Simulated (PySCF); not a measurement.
# LuH3(H2O) at several levels of theory

Computed with PySCF 2.14.0 (density fitting, no spin-orbit coupling) at the geometry relaxed with PBE0:

```xyz
7
LuH3(H2O) (singlet in the valence; each metal's 4f electrons, 14 of them, lie in its core potential, out of spins and levels)
Lu    0.1132   -0.1302    0.1234
H     0.7887    1.6050    0.8279
H    -0.9765   -1.2713    1.3121
H     1.1495   -1.0172   -1.3110
O    -1.1745    1.2315   -1.2219
H    -0.9552    2.1589   -1.0385
H    -1.3600    1.1517   -2.1670
```

| level | basis | state | HOMO (eV) | gap (eV) | charge on Lu1 (e) | population of f-type functions on Lu1 (polarisation alone where 4f lies in the core) | dipole about the centre of mass (D) | largest force component (eV/Å) |
| --- | --- | --- | --- | --- | --- | --- | --- | --- |
| PBE0 | Lu lcecp-1-SVP with ECP60, H def2-SVP, O def2-SVP | singlet | -6.45 | 5.85 | 0.54 | 0.02 | 5.42 | 0.01 |
| wB97X | the same | singlet | -8.95 | 10.27 | 0.52 | 0.02 | 5.53 | 0.08 |
| revPBE | the same | singlet | -5.20 | 3.78 | 0.40 | 0.02 | 5.34 | 0.52 |

In the lcecp rows the 4f levels are missing from HOMO and gap, and the state counts the valence alone.

Charges are Mulliken's, which hang on the basis. The relaxation used the grid (50, 194), these runs (75, 302) or, all-electron (x2c bases, spin-free X2C Hamiltonian), (99, 590).

Task: What does PBE0 with Lu lcecp-1-TZVP with ECP60, H def2-TZVP, O def2-TZVP give here?

Result: state singlet, HOMO (eV) -6.50, gap (eV) 5.58, charge on Lu1 (e) 0.77, population of f-type functions on Lu1 (polarisation alone where 4f lies in the core) 0.02, dipole about the centre of mass (D) 5.31, largest force component (eV/Å) 0.24. Time: 5.3 s on 2 threads of Arm Neoverse V2, on a shared host, from free ions and atoms.

In the first row's basis the gap widens with exact exchange: 3.8 eV for revPBE (none); 5.8 eV for PBE0 (a fixed share); 10.3 eV for wB97X (rising or full at long range).

An lcecp potential fixes the number of 4f electrons, so in runs with it no electron can move into or out of that shell.
